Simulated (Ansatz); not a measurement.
Born–Oppenheimer molecular dynamics of F$_{2}$H$_{6}$O$_{2}$Si$_{3}$ (13 atoms, charge 0, multiplicity 1). It goes on from the last frame of an earlier run, with new velocities.

Computed with RKS B3LYP/STO-3G (Ansatz).

```yaml
ensemble: NVT, Nosé–Hoover chain
time_step: 0.5 fs
steps_asked: 250
set_temperature: 300 K
thermostat: time constant 100 fs, chain length 3 (defaults)
seed: 724863
```

Frames 10 fs apart, positions in Å.

Velocities at 0 fs (Å/ps):

```
Si -2.44 5.96 -3.84
F 5.37 -1.23 -1.01
O -1.39 6.69 1.31
Si -0.49 -1.68 0.32
H 15.84 13.08 -19.80
H 14.52 -9.15 15.62
H 13.07 -10.14 -10.64
F 1.22 -6.47 5.61
O 1.90 0.06 -1.49
Si -2.57 -3.98 0.48
H -7.08 12.24 1.79
H -0.07 26.78 9.97
H -15.11 -3.13 4.03
```

```xyz
13
Properties=species:S:1:pos:R:3 time_fs=0 energy_less_start_eV=0.000 T=300
Si 0.014 -0.261 -0.016
F -0.304 0.354 1.443
O 1.582 -0.185 -0.208
Si 2.724 -0.937 -1.082
H 2.963 -0.262 -2.486
H 3.808 -1.585 -0.151
H 2.383 -2.297 -1.657
F -0.499 0.668 -1.189
O -0.728 -1.786 -0.334
Si -1.741 -2.459 1.015
H -2.832 -1.380 1.490
H -1.909 -3.885 0.744
H -0.895 -2.571 2.156
13
Properties=species:S:1:pos:R:3 time_fs=10 energy_less_start_eV=-1.337 T=1222
Si -0.024 -0.251 -0.032
F -0.260 0.347 1.446
O 1.621 -0.123 -0.184
Si 2.733 -0.990 -1.101
H 3.297 -0.064 -2.051
H 3.892 -1.057 -0.232
H 2.193 -2.220 -1.647
F -0.529 0.660 -1.192
O -0.737 -1.792 -0.290
Si -1.724 -2.460 1.009
H -2.955 -1.673 1.237
H -2.303 -3.803 0.584
H -0.990 -2.539 2.258
13
Properties=species:S:1:pos:R:3 time_fs=20 energy_less_start_eV=-0.825 T=829
Si -0.027 -0.303 -0.027
F -0.244 0.348 1.470
O 1.669 -0.096 -0.151
Si 2.760 -1.006 -1.105
H 3.240 -0.154 -2.033
H 3.825 -1.186 -0.283
H 2.173 -2.152 -1.643
F -0.622 0.725 -1.268
O -0.760 -1.794 -0.181
Si -1.707 -2.444 0.975
H -2.823 -1.745 1.085
H -2.252 -3.683 0.374
H -1.086 -2.618 2.301
13
Properties=species:S:1:pos:R:3 time_fs=30 energy_less_start_eV=-0.861 T=783
Si 0.000 -0.282 -0.062
F -0.251 0.337 1.472
O 1.666 -0.119 -0.126
Si 2.778 -0.991 -1.091
H 3.074 -0.336 -2.382
H 3.761 -1.720 -0.293
H 2.259 -2.225 -1.682
F -0.693 0.726 -1.267
O -0.697 -1.754 -0.133
Si -1.744 -2.456 0.962
H -2.791 -1.492 1.230
H -1.843 -3.743 0.420
H -1.124 -2.771 2.259
13
Properties=species:S:1:pos:R:3 time_fs=40 energy_less_start_eV=-0.745 T=613
Si 0.023 -0.183 -0.092
F -0.269 0.316 1.424
O 1.680 -0.170 -0.129
Si 2.753 -1.021 -1.093
H 3.415 -0.101 -2.232
H 4.056 -1.399 -0.256
H 1.911 -2.165 -1.610
F -0.721 0.667 -1.194
O -0.611 -1.734 -0.127
Si -1.754 -2.474 0.965
H -3.115 -1.653 1.251
H -2.171 -3.710 0.398
H -1.114 -2.676 2.244
13
Properties=species:S:1:pos:R:3 time_fs=50 energy_less_start_eV=-1.246 T=885
Si 0.061 -0.152 -0.062
F -0.301 0.328 1.392
O 1.688 -0.190 -0.137
Si 2.732 -1.044 -1.100
H 3.283 -0.063 -2.094
H 3.896 -1.300 -0.164
H 2.118 -2.213 -1.753
F -0.765 0.655 -1.171
O -0.577 -1.760 -0.110
Si -1.736 -2.458 0.947
H -3.084 -1.719 1.130
H -2.296 -3.672 0.332
H -1.166 -2.686 2.234
13
Properties=species:S:1:pos:R:3 time_fs=60 energy_less_start_eV=-0.707 T=424
Si 0.063 -0.227 -0.030
F -0.350 0.395 1.436
O 1.683 -0.180 -0.141
Si 2.736 -1.054 -1.112
H 3.041 -0.262 -2.148
H 3.642 -1.596 -0.260
H 2.461 -2.236 -1.802
F -0.806 0.678 -1.180
O -0.545 -1.767 -0.097
Si -1.717 -2.418 0.909
H -2.681 -1.479 1.085
H -1.877 -3.760 0.278
H -1.257 -2.799 2.223
13
Properties=species:S:1:pos:R:3 time_fs=70 energy_less_start_eV=-1.569 T=953
Si -0.007 -0.264 -0.009
F -0.387 0.460 1.464
O 1.690 -0.172 -0.154
Si 2.745 -1.083 -1.133
H 3.290 -0.205 -2.111
H 3.850 -1.432 -0.342
H 2.072 -2.227 -1.720
F -0.785 0.660 -1.137
O -0.485 -1.789 -0.100
Si -1.675 -2.393 0.877
H -2.730 -1.507 0.939
H -2.147 -3.616 0.197
H -1.230 -2.667 2.258
13
Properties=species:S:1:pos:R:3 time_fs=80 energy_less_start_eV=-1.073 T=556
Si -0.023 -0.214 0.029
F -0.406 0.488 1.433
O 1.652 -0.163 -0.163
Si 2.734 -1.096 -1.143
H 3.400 -0.222 -2.264
H 3.975 -1.465 -0.311
H 1.857 -2.199 -1.682
F -0.746 0.627 -1.084
O -0.414 -1.872 -0.129
Si -1.671 -2.391 0.855
H -2.917 -1.480 0.882
H -2.318 -3.545 0.338
H -1.152 -2.570 2.228
13
Properties=species:S:1:pos:R:3 time_fs=90 energy_less_start_eV=-0.839 T=335
Si 0.043 -0.221 0.063
F -0.423 0.510 1.421
O 1.636 -0.147 -0.182
Si 2.683 -1.075 -1.128
H 3.079 -0.325 -2.409
H 3.691 -1.790 -0.215
H 2.196 -2.323 -1.770
F -0.747 0.636 -1.091
O -0.348 -1.906 -0.160
Si -1.707 -2.399 0.846
H -2.722 -1.201 0.986
H -2.052 -3.712 0.469
H -1.229 -2.599 2.190
13
Properties=species:S:1:pos:R:3 time_fs=100 energy_less_start_eV=-1.484 T=743
Si 0.077 -0.270 0.048
F -0.432 0.528 1.438
O 1.692 -0.114 -0.203
Si 2.614 -1.093 -1.122
H 3.183 -0.185 -2.029
H 3.725 -1.361 -0.251
H 2.023 -2.234 -1.710
F -0.743 0.640 -1.097
O -0.341 -1.889 -0.132
Si -1.693 -2.395 0.844
H -2.795 -1.446 0.778
H -2.171 -3.651 0.289
H -1.315 -2.550 2.199
13
Properties=species:S:1:pos:R:3 time_fs=110 energy_less_start_eV=-1.333 T=600
Si 0.055 -0.259 0.026
F -0.409 0.498 1.418
O 1.689 -0.038 -0.163
Si 2.608 -1.106 -1.130
H 3.185 -0.327 -2.106
H 3.706 -1.467 -0.381
H 1.819 -2.149 -1.660
F -0.711 0.608 -1.078
O -0.373 -1.876 -0.059
Si -1.673 -2.389 0.823
H -2.764 -1.625 0.659
H -2.185 -3.622 0.160
H -1.372 -2.558 2.228
```

Of the whole run (125 fs, mean temperature of the second half 577 K): The conserved energy stayed within 0.89 meV per atom of its start (net change -0.69 meV per atom), so the integration is sound. The mean temperature of the second half is 92 % above the set value. A run of 0.12 ps of so small a system gives no equilibrium averages. Limits of this set-up: minimal basis.

Run time: 15 min on 1 thread of Arm Neoverse V2, with other jobs on the host, peak memory 0.15 GiB.
